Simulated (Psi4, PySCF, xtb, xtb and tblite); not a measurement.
Internal rotation in C3H4OSi, SMILES C#C[SiH2]C=O. Scanned: dihedral C2–Si3–C4–O5; all other coordinates were relaxed at GFN2-xTB. Points at φ and −φ are mirror images. Heavy atoms are numbered in the order of the SMILES C#C[SiH2]C=O, hydrogens after them in the order of the atoms that carry them; the mirror image has the same energies with the sign of each dihedral reversed.

Levels of theory: GFN2-xTB (xtb and tblite); GFN1-xTB // GFN2-xTB (xtb); RKS-B3LYP/6-31G* = restricted B3LYP/6-31G*, spherical d // GFN2-xTB (PySCF); MP2/cc-pVTZ = DF-MP2 (frozen core)/cc-pVTZ // GFN2-xTB (Psi4).

Energies relative to the lowest point of each profile, in kcal/mol; the last columns give the difference from MP2:

```
φ / °  GFN2-xTB  GFN1-xTB  RKS-B3LYP/6-31G*  MP2/cc-pVTZ  GFN2-xTB − MP2/cc-pVTZ  GFN1-xTB − MP2/cc-pVTZ  RKS-B3LYP/6-31G* − MP2/cc-pVTZ
-----  --------  --------  ----------------  -----------  ----------------------  ----------------------  ------------------------------
-160       0.10      0.72              0.07         0.02                    0.09                    0.71                            0.06
-140       0.00      0.32              0.21         0.04                   -0.04                    0.27                            0.17
-120       0.02      0.08              0.36         0.15                   -0.13                   -0.08                            0.20
-100       0.24      0.16              0.53         0.40                   -0.16                   -0.24                            0.13
-80        0.58      0.49              0.76         0.71                   -0.13                   -0.22                            0.05
-60        0.84      0.76              0.96         0.91                   -0.07                   -0.15                            0.05
-40        0.88      0.62              0.98         0.86                    0.02                   -0.24                            0.11
-20        0.77      0.21              0.83         0.63                    0.14                   -0.42                            0.20
0          0.69      0.00              0.74         0.50                    0.20                   -0.50                            0.24
20         0.77      0.21              0.83         0.63                    0.14                   -0.42                            0.20
40         0.88      0.62              0.98         0.86                    0.02                   -0.24                            0.11
60         0.84      0.76              0.96         0.91                   -0.07                   -0.15                            0.05
80         0.58      0.49              0.76         0.71                   -0.13                   -0.22                            0.05
100        0.24      0.16              0.53         0.40                   -0.16                   -0.24                            0.13
120        0.02      0.08              0.36         0.15                   -0.13                   -0.08                            0.20
140        0.00      0.32              0.21         0.04                   -0.04                    0.27                            0.17
160        0.10      0.72              0.07         0.02                    0.09                    0.71                            0.06
180        0.17      0.92              0.00         0.00                    0.17                    0.92                            0.00
```

GFN2-xTB is furthest from MP2/cc-pVTZ at 0 (0.20 kcal/mol, above); its mean absolute difference over the points is 0.11 kcal/mol.

GFN1-xTB is furthest from MP2/cc-pVTZ at 180 (0.92 kcal/mol, above); its mean absolute difference over the points is 0.34 kcal/mol.

RKS-B3LYP/6-31G* is furthest from MP2/cc-pVTZ at 0 (0.24 kcal/mol, above); its mean absolute difference over the points is 0.12 kcal/mol.
